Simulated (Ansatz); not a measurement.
Start from `F[SiH]1CO1` and change one atom or group to get `F[Si@H]1O[C@@H]1Cl`.

Ansatz, PBE0-D4/def2-TZVP geometries, multiplicity 1. 

| property | `F[SiH]1CO1` |
| --- | --- |
| HOMO–LUMO gap (PBE/def2-TZVPP) / eV | 5.83 |
| size of the dipole moment (PBE/def2-TZVPP) / D | 1.67 |
| HOMO–LUMO gap (B3LYP/def2-TZVPP) / eV | 7.55 |
| HOMO energy (ωB97M-V/def2-TZVPP) / eV | -10.28 |
| size of the dipole moment (B3LYP/def2-TZVPP) / D | 1.87 |
| ideal-gas entropy at 298 K and 1 bar (rigid rotor, harmonic PBE0-D4/def2-TZVP) / J/(mol·K) | 286 |

(1) What does the change do to each property? (An estimate is asked.)

## Answers

(1) The calculation gave: 
```tsv
property	`F[Si@H]1O[C@@H]1Cl`	shift
HOMO–LUMO gap (PBE/def2-TZVPP) / eV	5.17	-0.66
size of the dipole moment (PBE/def2-TZVPP) / D	1.48	-0.19
HOMO–LUMO gap (B3LYP/def2-TZVPP) / eV	6.87	-0.68
HOMO energy (ωB97M-V/def2-TZVPP) / eV	-10.02	0.26
size of the dipole moment (B3LYP/def2-TZVPP) / D	1.67	-0.20
ideal-gas entropy at 298 K and 1 bar (rigid rotor, harmonic PBE0-D4/def2-TZVP) / J/(mol·K)	318	32
```

With PBE0 the HOMO rises by 0.21 eV and the LUMO falls by 0.48 eV, so the gap narrows by about 0.69 eV. PBE moves the HOMO by 0.17 eV and ωB97M-V by 0.26 eV. Dipoles are sizes alone; their direction can turn.

B3LYP here is the variant with VWN-RPA as its local correlation; programs differ in this.
